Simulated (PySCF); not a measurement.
C₇H₉ (doublet state).
Geometry (GFN2-xTB, Å), atoms numbered from 1 in this order:
```
atom  x, y, z in Å
C1    -1.577    1.536    0.258
C2    -1.379    0.069    0.113
C3    -0.154   -0.565   -0.037
C4    -0.138   -2.071   -0.193
C5     1.041    0.077   -0.072
C6     1.913    1.244   -0.021
C7     2.489    0.061   -0.175
H8    -2.303    1.901   -0.472
H9    -0.645    2.074    0.119
H10   -1.972    1.780    1.249
H11   -2.268   -0.542    0.138
H12    0.871   -2.459   -0.083
H13   -0.776   -2.536    0.556
H14   -0.511   -2.354   -1.177
H15    2.018    2.298    0.076
H16    3.384   -0.502   -0.291
```

The hyperfine couplings belong to this conformer and change with its torsions.

Identity: `C[CH]C(C)=C1C=C1` [radical].

The calculation used UKS B3LYP, pcH-1 on C H, non-relativistic, mean-field spin-orbit, GIAO in PySCF 2.14.0. Isolated species at its GFN2-xTB geometry (one conformer only). GFN2-xTB frequencies show an imaginary mode (42i cm⁻¹), so this geometry is no minimum at that level. Couplings are sensitive to structure, and on GFN2-xTB geometries they can be far from those on DFT ones. No stability test was run, so a lower SCF solution isn't excluded.

Principal values of hyperfine tensors in MHz (contact and dipolar terms together), for some of the nuclei:

```csv
atom,isotope,A1,A2,A3
H10,1H,70.50,71.52,80.25
C2,13C,3.98,5.93,168.71
H8,1H,54.99,55.83,64.77
C5,13C,4.82,8.04,125.29
C3,13C,-66.40,-37.44,-32.14
H11,1H,-70.53,-43.41,-17.26
C1,13C,-23.96,-22.54,-21.69
H14,1H,-15.24,-13.79,-9.88
```

(1) Split each tensor into its isotropic and traceless parts, and turn a_iso into mT with g = 2.0026.

(2) What spin density at the nucleus of H10 lies behind its contact coupling (g_N = 5.58569)?

(3) H15 (1H, g_N = 5.58569) isn't in the table. Its spin density at the nucleus is -0.002463 bohr⁻³. What is its contact coupling?

(4) Which nucleus of the table has the largest anisotropic coupling, and what is its form?

(5) In a single crystal, with the field along each principal axis of the tensor of H8 in turn, what first-order splitting does this nucleus give (isotropic g, quadrupole terms neglected)?

Results:

(1) a_iso = (A1 + A2 + A3)/3, Ti = Ai − a_iso; 1 mT corresponds to 28.029 MHz.

```tsv
atom	a_iso (MHz)	a_iso (mT)	T1	T2	T3
H10	74.09	2.643	-3.59	-2.57	6.16
C2	59.54	2.124	-55.56	-53.61	109.16
H8	58.53	2.088	-3.54	-2.70	6.24
C5	46.05	1.643	-41.23	-38.01	79.24
C3	-45.33	-1.617	-21.07	7.89	13.18
H11	-43.73	-1.560	-26.80	0.32	26.47
C1	-22.73	-0.811	-1.22	0.19	1.04
H14	-12.97	-0.463	-2.27	-0.82	3.09
```

(2) a_FC = (2μ0/3) gₑ μB g_N μN ρ(0)/(2S·h) = 800.24 MHz × g_N × ρ(0)/(2S), with ρ in bohr⁻³. With a_FC = 74.09 MHz and 2S = 1, ρ(0) = 0.01658 bohr⁻³. In magnitude that is 5.2 % of the 1/π = 0.318 of a free hydrogen atom.

(3) By the same relation, a_FC = -11.01 MHz. Its full tensor has the principal values -16.43, -11.86, -4.74 MHz.

(4) C2: -55.6, -53.6, 109.2 MHz, axial, in the ratio −1:−1:+2, the form that spin in one p orbital centred on that nucleus gives.

(5) 2 lines (I = 1/2), spaced by |A_i|/(g × 13.996): 1.96, 1.99, 2.31 mT along the axes of A1, A2 and A3.

On one thread, Arm Neoverse V1 (aarch64), on a shared host, this took 67 s (with the writing of density and orbital grids) and 1.1 GiB of memory at its peak.
